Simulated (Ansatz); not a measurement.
`N[SiH](N)[SiH3]` + H₂ → `N[SiH2]N` + SiH₄  (hydrogenolysis of the Si–Si bond)

Program: Ansatz. Geometries: PBE0-D4/def2-TZVP. ΔE: electronic, gas phase. CCSD(T)/CBS adds triple-zeta CCSD(T) − MP2 to the extrapolated MP2 energy (def2 sets, frozen cores). This one scheme is used for every species. Functionals use def2-TZVPP. HSE06 is defined as in plane-wave codes. Each species was taken in one conformer, which may not be the lowest.

`N[SiH](N)[SiH3]`:

```xyz
12

N    -1.542    1.108   -0.260
Si    0.005    0.402   -0.491
N     1.143    1.335    0.388
Si    0.264   -1.799    0.300
H    -2.236    1.048   -0.986
H    -1.960    1.159    0.655
H     0.151    0.393   -1.980
H     2.017    0.939    0.691
H     1.213    2.330    0.240
H    -0.500   -2.754   -0.552
H    -0.246   -1.925    1.695
H     1.691   -2.237    0.302
```

H₂:

Z-matrix (Å, degrees):
```
H
H 1 0.746
```

`N[SiH2]N`:

Cartesian coordinates in Å:
```
N -1.312 -0.165 -0.618
Si -0.077 0.191 0.511
N 1.436 -0.145 -0.214
H -1.348 0.283 -1.518
H -2.221 -0.461 -0.305
H -0.453 -0.622 1.706
H 0.055 1.611 0.949
H 2.258 0.369 0.056
H 1.660 -1.060 -0.568
```

SiH₄:

Z-matrix (Å, degrees):
```
Si
H 1 1.485
H 1 1.485 2 109.5
H 1 1.485 2 109.5 3 -120.0
H 1 1.485 2 109.5 3 120.0
```

| species | HSE06 energy (Eh) |
| --- | --- |
| `N[SiH](N)[SiH3]` | -693.02908 |
| H₂ | -1.16797 |
| `N[SiH2]N` | -402.45750 |
| SiH₄ | -291.74918 |

(1) Work out ΔE.

Largest T1 diagnostic among the species: 0.011.

Results:

(1) ΔE = (-402.45750) + (-291.74918) − (-693.02908) − (-1.16797) = -0.00963 Eh = -25.3 kJ/mol. CCSD(T)/CBS gives -28.3 kJ/mol.

From PBE to PBE0 (25 % exact exchange), in def2-TZVPP and without D4, ΔE moves by −6.9 kJ/mol. The D4 term adds +11.5 kJ/mol with B3LYP and +6.5 kJ/mol with PBE0; it sums over pairs of atoms, weighted by their polarisabilities, and B3LYP, whose exchange is more repulsive, gets the larger term.

B3LYP here is the variant with VWN-RPA as its local correlation; programs differ in this.
